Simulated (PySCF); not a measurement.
Excitations are Tamm–Dancoff values on a coarser integration grid. The basis has no diffuse functions, so Rydberg states are missing or too high.

Cartesian coordinates (Å):
```xyz
29

C     -2.2995    -1.6225    -1.3116
C     -1.2468    -1.7719    -0.2112
Sn     0.0092     0.0057     0.0066
C      1.4581    -0.2541     1.6249
C      2.3857     0.9513     1.7912
C      1.0948     0.3316    -1.8643
C      1.9665    -0.8620    -2.2604
C     -1.2746     1.7140     0.4742
C     -2.0775     1.5176     1.7619
H     -2.9266    -2.5261    -1.4124
H     -2.9804    -0.7777    -1.1132
H     -1.8378    -1.4387    -2.2964
H     -0.5819    -2.6277    -0.4133
H     -1.7203    -1.9680     0.7648
H      2.0342    -1.1699     1.4134
H      0.8920    -0.4484     2.5508
H      3.1108     0.8076     2.6117
H      1.8222     1.8725     2.0164
H      2.9690     1.1470     0.8757
H      1.7034     1.2427    -1.7424
H      0.3514     0.5552    -2.6471
H      2.5100    -0.6844    -3.2053
H      1.3666    -1.7770    -2.4003
H      2.7234    -1.0885    -1.4905
H     -0.6318     2.6071     0.5413
H     -1.9428     1.8743    -0.3878
H     -2.7217     2.3861     1.9865
H     -2.7357     0.6346     1.7019
H     -1.4198     1.3696     2.6349
```
Charge 0, multiplicity 1.

Problem. Predict the dipole moment, brightest of the four lowest singlets (TDA) and S1 excitation (TDA) from ωB97X-D3(BJ)/def2-TZVP // B3LYP-D3(BJ)/def2-SVP in PySCF.

Solution. 
```json
{
  "dipole_moment": "0.01 D",
  "brightest of the four lowest singlets (TDA)": "7.20 eV",
  "S1 excitation (TDA)": "7.20 eV"
}
```
